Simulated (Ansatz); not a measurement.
Total energies of `[NH2][SbH][CH2]S`.

```xyz
10

N    -0.945    1.828    0.405
Sb    0.221    0.306    1.095
C    -0.041   -0.954   -0.646
S     1.073   -2.371   -0.593
H    -0.479    2.465   -0.227
H    -1.356    2.368    1.155
H     1.725    0.887    0.505
H     0.229   -0.387   -1.537
H    -1.083   -1.261   -0.737
H     0.654   -2.880    0.578
```

Charge 0, multiplicity 1. Correlated methods include outer-core shells of Sb, which these sets cover unevenly. Sb takes the def2 core potential. The structure was optimised at the PBE0-D4/def2-TZVP level. It is one conformer, not always the lowest. Basis def2-TZVPP, Ansatz.

RPA on PBE orbitals: Hartree–Fock energy of these orbitals -732.58311 Eh, correlation -1.44990 Eh (frozen core).

```json
{"functional": "LDA (SPW92)", "energy without D4 (Eh)": "-732.37312", "D4 term (kJ/mol)": "–"}
{"functional": "PBE", "energy without D4 (Eh)": "-734.65569", "D4 term (kJ/mol)": "-23.9"}
{"functional": "revPBE", "energy without D4 (Eh)": "-734.90163", "D4 term (kJ/mol)": "-67.1"}
{"functional": "BLYP", "energy without D4 (Eh)": "-734.85802", "D4 term (kJ/mol)": "-52.2"}
{"functional": "r2SCAN", "energy without D4 (Eh)": "-734.96622", "D4 term (kJ/mol)": "-5.6"}
{"functional": "B97M-V", "energy without D4 (Eh)": "-734.84566", "D4 term (kJ/mol)": "–"}
{"functional": "PBE0", "energy without D4 (Eh)": "-734.70853", "D4 term (kJ/mol)": "-20.3"}
{"functional": "B3LYP", "energy without D4 (Eh)": "-735.06045", "D4 term (kJ/mol)": "-39.1"}
{"functional": "r2SCANh", "energy without D4 (Eh)": "-734.94647", "D4 term (kJ/mol)": "-6.0"}
{"functional": "r2SCAN0", "energy without D4 (Eh)": "-734.91802", "D4 term (kJ/mol)": "-6.7"}
{"functional": "HSE06 (plane-wave form)", "energy without D4 (Eh)": "-734.69384", "D4 term (kJ/mol)": "-19.0"}
{"functional": "BHLYP", "energy without D4 (Eh)": "-734.82268", "D4 term (kJ/mol)": "-32.4"}
{"functional": "CAM-B3LYP", "energy without D4 (Eh)": "-734.90462", "D4 term (kJ/mol)": "-20.8"}
{"functional": "LC-ωPBE", "energy without D4 (Eh)": "-734.81683", "D4 term (kJ/mol)": "–"}
{"functional": "ωB97X-V", "energy without D4 (Eh)": "-734.84790", "D4 term (kJ/mol)": "–"}
{"functional": "ωB97M-V", "energy without D4 (Eh)": "-734.84447", "D4 term (kJ/mol)": "–"}
{"functional": "B2PLYP", "energy without D4 (Eh)": "-734.53583", "D4 term (kJ/mol)": "–"}
{"functional": "PBE-QIDH", "energy without D4 (Eh)": "-734.41114", "D4 term (kJ/mol)": "–"}
```

B3LYP takes the VWN-RPA correlation (the form of Gaussian; ORCA's B3LYP/G). HSE06 is the plane-wave form, built on full-range PBE exchange. The double hybrids freeze the cores in their second-order part.

LC-ωPBE has ω = 0.4 bohr⁻¹.
